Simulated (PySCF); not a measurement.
A structure optimised at PBE-D3(BJ)/def2-TZVP, used in a PySCF frequency run:

```
C
H 1 1.0914
N 1 1.4017 2 114.74
H 3 1.0179 1 114.71 2 -40.48
H 3 1.0200 4 110.58 1 130.89
C 1 1.4862 2 119.77 3 148.42
H 6 1.0983 1 110.80 2 36.94
H 6 1.1053 7 107.37 1 -122.04
H 6 1.1116 7 107.36 8 -113.95
```
Charge 0, spin multiplicity 2.

Problem. Write its SMILES and formula.

Solution. C[CH]N, C2H6N

Problem. What are its rotational constants (standard atomic weights)?

Solution. 42.097, 9.0887, 7.9433 GHz
